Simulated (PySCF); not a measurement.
AlBr2, charge +1. Atoms are numbered in the order given.

```xyz
3

Al     0.0000     0.0000     0.0000
Br     0.0000     0.0000    -2.1564
Br     0.0000     0.0000     2.1564
```
Charge +1, spin multiplicity 1.

The structure is a stationary point at B3LYP-D3(BJ)/def2-TZVP. The spin state was assumed, not searched. The isomer is the one that the SMILES or the coordinates give; other isomers of the formula were not compared.

The numbers are results of ωB97X/def2-TZVPD in PySCF, not measurements.

Mulliken values depend strongly on the basis, most of all with diffuse functions as here. Atomic charges (e):

| atom | IAO | Mulliken |
|---|---|---|
| Al1 | ? | 1.05 |
| Br2 | ? | -0.02 |
| Br3 | ? | -0.02 |

Some entries are withheld; supply them. (The exact figures need the calculation; the answer reports its results.)


- Al1, IAO: 1.07
- Br2, IAO: -0.04
- Br3, IAO: -0.04
